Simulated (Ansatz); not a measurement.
## One arrangement of a pair

The pair of Li⁺ (SMILES [Li+], atom 1) and CH3Cl (SMILES CCl, atoms 2–6), both closed shells, in one local arrangement (a lower one may exist), relaxed at PBE0-D4/def2-TZVP:

Li1  (0.811, 1.520, -2.150)
C2  (-0.275, -0.428, 0.463)
Cl3  (0.887, 0.882, 0.015)
H4  (-0.035, -1.305, -0.130)
H5  (-1.280, -0.061, 0.280)
H6  (-0.107, -0.608, 1.521)
(Å)

Computed with Ansatz 0.2.0 (basis: def2-TZVPPD, with def2-QZVPPD for the basis limit); correlated methods freeze the cores. The outer core shell of Li, Na, Mg and K is correlated. B3LYP uses VWN-RPA correlation. Extrapolation: Hartree–Fock as exp(−7.88 √X), correlation as X^−2.97. Interaction energies count from these two fragments, frozen as in the pair, with the counterpoise correction; negative means bound.

Question: What is the interaction energy by CCSD(T) at an estimated basis limit (MP2 extrapolated from triple and quadruple zeta, plus CCSD(T) − MP2 in triple zeta)? (To be estimated.)

Answer: The calculation gives: -23.33 kcal/mol. Hartree–Fock alone gives -24.07 kcal/mol at the basis limit. It counts from the two fragments frozen as in the pair.

The same quantity by other methods in triple zeta, and each one's difference from that estimate:
```json
{"method": "PBE-D4", "E_int (kcal/mol)": "-24.49", "difference": "-1.16"}
{"method": "revPBE-D4", "E_int (kcal/mol)": "-23.84", "difference": "-0.51"}
{"method": "BLYP-D4", "E_int (kcal/mol)": "-24.65", "difference": "-1.32"}
{"method": "r2SCAN-D4", "E_int (kcal/mol)": "-22.73", "difference": "0.60"}
{"method": "B97M-V", "E_int (kcal/mol)": "-23.18", "difference": "0.15"}
{"method": "PBE0-D4", "E_int (kcal/mol)": "-24.52", "difference": "-1.19"}
{"method": "B3LYP-D4", "E_int (kcal/mol)": "-24.86", "difference": "-1.53"}
{"method": "HSE06-D4", "E_int (kcal/mol)": "-24.53", "difference": "-1.20"}
{"method": "wB97X-V", "E_int (kcal/mol)": "-23.84", "difference": "-0.51"}
{"method": "wB97M-V", "E_int (kcal/mol)": "-23.81", "difference": "-0.48"}
{"method": "B2PLYP", "E_int (kcal/mol)": "-23.88", "difference": "-0.55"}
{"method": "HF", "E_int (kcal/mol)": "-23.44", "difference": "-0.11"}
{"method": "MP2", "E_int (kcal/mol)": "-22.20", "difference": "1.13"}
{"method": "CCSD", "E_int (kcal/mol)": "-22.30", "difference": "1.03"}
{"method": "CCSD(T)", "E_int (kcal/mol)": "-22.14", "difference": "1.19"}
```
Differences are method less estimate.

Question: Which atoms make the shortest contact between the fragments?

Answer: Li1 and Cl3, 2.26 Å apart.

Basis-set superposition shift (counterpoise-corrected less uncorrected): CCSD(T) 0.36; MP2 0.32; HF 0.03; PBE0-D4 0.04; wB97M-V 0.05 kcal/mol.

The T1 diagnostic stays at or below 0.009.

For scale, one of the runs: CCSD(T)/def2-TZVPPD, 161 basis functions, launched by `ansatz run in.yaml --threads 2 --pin off --events-out ev --progress --plain --max-ram 5222MiB`. Time: 9.5 s of wall clock on 2 CPU threads of an Intel Xeon Platinum 8488C; the host was shared. Peak host memory: 1.2 GiB.
